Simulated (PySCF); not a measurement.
C₅H₁₃NOSi.
SMILES with atom numbers: `[CH3:1][CH2:2][NH:3][SiH2:4][C@H:5]([CH3:6])[CH:7]=[O:8]` (hydrogens: H9, H10, H11 on C1; H12, H13 on C2; H14 on N3; H15, H16 on Si4; H17 on C5; H18, H19, H20 on C6; H21 on C7)

Structure used (GFN2-xTB), in Å, numbered top down from 1:
```
atom  x, y, z in Å
C1     2.9616   -0.6577   -0.5829
C2     2.2425    0.3371    0.3205
N3     0.8204    0.3418    0.0534
Si4   -0.3806    0.5842    1.2465
C5    -2.0624    0.1665    0.3985
C6    -2.1142   -1.2684   -0.1018
C7    -2.2235    1.1658   -0.6672
O8    -2.6144    2.2981   -0.5265
H9     2.5555   -1.6546   -0.4340
H10    2.8327   -0.3831   -1.6277
H11    4.0244   -0.6724   -0.3574
H12    2.6714    1.3384    0.1827
H13    2.3779    0.0595    1.3664
H14    0.6268    0.6007   -0.9036
H15   -0.4809    1.9254    1.8338
H16   -0.1482   -0.4174    2.2918
H17   -2.8196    0.3365    1.1643
H18   -3.0900   -1.4938   -0.5310
H19   -1.3566   -1.4377   -0.8637
H20   -1.9351   -1.9617    0.7160
H21   -1.8966    0.8097   -1.6694
```

Computed at PBE0/pcSseg-1 (PySCF, non-relativistic), with Q(14N) = 0.02044 b, Q(17O) = −0.0256 b: N3, 14N (I = 1): χzz = -4.968 MHz, η = 0.355; O8, 17O (I = 5/2): χzz = 12.02 MHz, η = 0.488.

Q: Find the zero-field quadrupole resonance frequencies of 14N at N3.

A: From ν± = (3/4)|χ|(1 ± η/3) and ν0 = |χ|η/2: ν+ 4.167 MHz, ν− 3.285 MHz, ν0 0.882 MHz (silicon-bound nitrogen).

Q: Where would the pure quadrupole (NQR) lines of 17O at O8 fall for the rigid, isolated species?

A: From the eigenvalues of H = χ/[4I(2I − 1)] × [3Iz² − I(I + 1) + η(Ix² − Iy²)], steps between neighbouring levels, labelled as for η = 0: ±1/2↔±3/2 2.219 MHz, ±3/2↔±5/2 3.457 MHz (aldehyde oxygen).

In a crystal, neighbours and librations shift these lines. GFN2-xTB bond lengths can be off by several hundredths of an ångström, more for odd bonds, and the gradients follow them. With so small a basis the couplings can be 20 % off.

One conformer stands for the species.
